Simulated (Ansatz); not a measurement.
`OB(F)CF` and `OB(O)F` differ in one atom or group.

Ansatz, PBE0-D4/def2-TZVP geometries, multiplicity 1. Each molecule was computed in one conformer, which needn't be the lowest.

| property | `OB(F)CF` |
| --- | --- |
| LUMO energy (B3LYP/def2-TZVPP) / eV | 0.28 |
| size of the dipole moment (PBE/def2-TZVPP) / D | 1.21 |
| zero-point energy (PBE0-D4/def2-TZVP) / kJ/mol | 137.5 |
| HOMO energy (PBE0/def2-TZVPP) / eV | -9.37 |
| LUMO energy (PBE/def2-TZVPP) / eV | -0.42 |
| HOMO–LUMO gap (ωB97M-V/def2-TZVPP) / eV | 13.68 |

(1) What does the change do to each property? (Estimate.)

Answers

(1) Ansatz gave: 
| property | `OB(O)F` | shift |
| --- | --- | --- |
| LUMO energy (B3LYP/def2-TZVPP) / eV | 0.03 | -0.25 |
| size of the dipole moment (PBE/def2-TZVPP) / D | 1.83 | 0.62 |
| zero-point energy (PBE0-D4/def2-TZVP) / kJ/mol | 97.4 | -40.1 |
| HOMO energy (PBE0/def2-TZVPP) / eV | -9.74 | -0.37 |
| LUMO energy (PBE/def2-TZVPP) / eV | -0.40 | 0.02 |
| HOMO–LUMO gap (ωB97M-V/def2-TZVPP) / eV | 13.98 | 0.30 |

With PBE0 the HOMO falls by 0.37 eV and the LUMO falls by 0.19 eV, so the gap widens by about 0.18 eV. PBE moves the HOMO by -0.32 eV and ωB97M-V by -0.44 eV. The zero-point energy changes by -40.1 kJ/mol with -6 modes. Dipoles are sizes alone; their direction can turn.

B3LYP here is the variant with VWN-RPA as its local correlation; programs differ in this.
